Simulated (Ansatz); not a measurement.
Born–Oppenheimer molecular dynamics of C2H9AlFNSi (15 atoms, charge 0, multiplicity 1). It starts from a relaxed structure.

Level of theory: RKS PBE0/STO-3G in Ansatz 0.2.0.

* ensemble: NVE (velocity Verlet)
* time step: 1 fs
* steps asked: 231
* starting velocities drawn for: 1000 K
* masses: H 3.016 u
* seed: 316737

First frame:

```xyz
15
Properties=species:S:1:pos:R:3
C -0.783 -1.341 0.074
C 0.164 -0.107 -0.018
N 1.490 -0.534 0.634
Al 0.264 0.522 -1.843
Si -0.531 1.236 1.125
F -0.947 0.629 2.594
H -1.785 -1.110 -0.315
H -0.895 -1.685 1.113
H -0.392 -2.193 -0.503
H 2.187 0.217 0.364
H 1.836 -1.346 0.047
H 1.619 0.775 -2.437
H -0.995 0.766 -2.620
H 0.455 2.286 1.293
H -1.708 1.834 0.520
```

Question: How far do the bonds stretch over the last three quarters of this one trajectory? (Pairs bonded in most of those frames.)

Answer: 
```csv
bond,mean (Å),spread (Å),shortest,longest
C1–C2,1.571,0.040,1.50,1.64
C1–H7,1.102,0.023,1.05,1.15
C1–H8,1.105,0.029,1.04,1.17
C1–H9,1.107,0.040,1.03,1.18
C2–N3,1.539,0.037,1.45,1.61
C2–Al4,1.943,0.043,1.82,2.02
C2–Si5,1.915,0.053,1.81,2.03
N3–H10,1.060,0.028,1.00,1.12
N3–H11,1.062,0.033,0.99,1.14
Al4–H12,1.506,0.033,1.44,1.57
Al4–H13,1.505,0.039,1.44,1.57
Si5–F6,1.648,0.026,1.61,1.69
Si5–H14,1.461,0.059,1.36,1.56
Si5–H15,1.460,0.042,1.37,1.55
```

Mean temperature of the second half: 488 K. The conserved energy stayed within 0.97 meV per atom of its start (net change 0.45 meV per atom), so the integration is sound. The temperature averaged 0.49 of the 1000 K drawn at the start: a run that starts near a minimum puts about half its kinetic energy into the potential. A run of 0.23 ps of so small a system gives no equilibrium averages. Limits of this set-up: minimal basis.

Time of the run: 12 min on 1 thread of Arm Neoverse V1, on a shared host, peak memory 0.1 GiB.
